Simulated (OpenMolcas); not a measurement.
# Computed levels of Lu⁺

```
Program             : OpenMolcas
Method              : SS-CASPT2, IPEA 0.25 Eh, imaginary shift 0.1 Eh (closed shells correlated: 5s 5p)
Basis               : ANO-RCC-VQZP [9s8p6d4f3g2h]
Scalar Hamiltonian  : DKH2, point nucleus
Active space        : 2 electrons in 11 orbitals (5d 6s 6d)
State averaging     : 2S+1 = 1 even, 6 roots; 2S+1 = 3 even, 5 roots kept (CI in the orbitals of an earlier block)
Spin-orbit coupling : RASSI with atomic mean-field integrals over the reference wave functions, term energies averaged over their components
```

With spin-orbit coupling, above the lowest level:

```json
{"Configuration": "6s²", "Term": "¹S", "J": "0", "E (cm⁻¹)": "0.0", "Measured (cm⁻¹)": "0.0", "Term weight %": "100"}
{"Configuration": "5d 6s", "Term": "³D", "J": "1", "E (cm⁻¹)": "10960", "Measured (cm⁻¹)": "11796", "Term weight %": "100"}
{"Configuration": "5d 6s", "Term": "³D", "J": "2", "E (cm⁻¹)": "11700", "Measured (cm⁻¹)": "12435", "Term weight %": "92"}
{"Configuration": "5d 6s", "Term": "³D", "J": "3", "E (cm⁻¹)": "13740", "Measured (cm⁻¹)": "14199", "Term weight %": "100"}
{"Configuration": "5d 6s", "Term": "¹D", "J": "2", "E (cm⁻¹)": "16650", "Measured (cm⁻¹)": "17333", "Term weight %": "92"}
```

Against the 4 measured excited levels shown (NIST Handbook of Basic Atomic Spectroscopic Data) the mean absolute deviation is 680 cm-1; the largest miss in energy is 5d 6s ³D₁: computed 10960, measured 11796 cm⁻¹ (-7.1 %).

CASPT2 breaks the degeneracy within a term, and the mean is taken; among the terms shown or strongly mixed into the levels shown the widest spread is 38 cm-1 (5d 6s ³D). Terms from blocks run as CI alone lack orbitals of their own. Active for correlation alone: 6d; no level in the range computed is led by a configuration that fills it, so any true level of that kind is missing. Measured partners are found by configuration, term and J. A level has none where our copy of the source lacks it or the pairing is in doubt (some pairs that miss far off the trend of their configuration count as doubtful), and it then counts in no deviation. Levels of configurations outside the active space are missing. The first state left out of the spin-orbit step lies near 29000 cm-1 above the lowest spin-free state of the reference (among the parities and spins computed), and the list stops at four fifths of that energy or lower.

The term weight is that of the spin-free term in the level, not the purity of its configuration.
